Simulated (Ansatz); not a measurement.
Mg5S4I2⁺. Total charge 1; doublet. Geometry r2SCAN-D4/def2-SVP; atoms count from 1.

Cartesian coordinates in Å:
```
S 2.406 -1.295 -0.624
S -0.646 0.844 -1.021
S -0.969 -2.504 1.723
S 0.197 1.579 2.233
Mg 0.834 -2.939 0.185
Mg 0.514 -0.951 -2.131
Mg 1.512 0.634 0.448
Mg -0.697 2.927 0.408
Mg -1.199 -0.160 1.235
I -0.558 -3.464 -2.198
I -1.392 5.328 -0.258
```

In the def2 sets I takes a core potential; there is no spin–orbit coupling.

(1) Estimate the Mulliken populations from the PBE0/def2-SVP orbitals of Ansatz.

(2) Where does the spin sit?

(3) And the Mayer bond orders between bonded heavy atoms (over 0.3)?

## Answers

(1) 
```json
{"atom": "S1", "charge (e)": "-0.54", "spin (α − β)": "0.00"}
{"atom": "S2", "charge (e)": "-0.61", "spin (α − β)": "0.01"}
{"atom": "S3", "charge (e)": "-0.26", "spin (α − β)": "0.86"}
{"atom": "S4", "charge (e)": "-0.46", "spin (α − β)": "0.03"}
{"atom": "Mg5", "charge (e)": "0.59", "spin (α − β)": "-0.03"}
{"atom": "Mg6", "charge (e)": "0.61", "spin (α − β)": "0.00"}
{"atom": "Mg7", "charge (e)": "0.63", "spin (α − β)": "0.00"}
{"atom": "Mg8", "charge (e)": "0.60", "spin (α − β)": "-0.01"}
{"atom": "Mg9", "charge (e)": "0.65", "spin (α − β)": "-0.02"}
{"atom": "I10", "charge (e)": "-0.06", "spin (α − β)": "0.05"}
{"atom": "I11", "charge (e)": "-0.15", "spin (α − β)": "0.10"}
```
Mulliken values and Mayer orders depend strongly on the basis.

(2) Summed by element: S 0.90, Mg -0.06, I 0.16, of 1 unpaired in all. Largest on single atoms: S3 0.86, I11 0.10, I10 0.05.

(3) S1–Mg5 0.75 (2.41 Å); S1–Mg6 0.67 (2.44 Å); S1–Mg7 0.73 (2.38 Å); S2–Mg6 0.68 (2.41 Å); S2–Mg7 0.43 (2.62 Å); S2–Mg8 0.38 (2.53 Å); S2–Mg9 0.55 (2.53 Å); S3–Mg5 0.72 (2.41 Å); S3–Mg9 0.70 (2.41 Å); S4–Mg7 0.78 (2.41 Å); S4–Mg8 0.58 (2.44 Å); S4–Mg9 0.76 (2.44 Å); Mg5–I10 0.67 (2.81 Å); Mg6–I10 0.73 (2.73 Å); Mg8–I11 1.17 (2.59 Å).
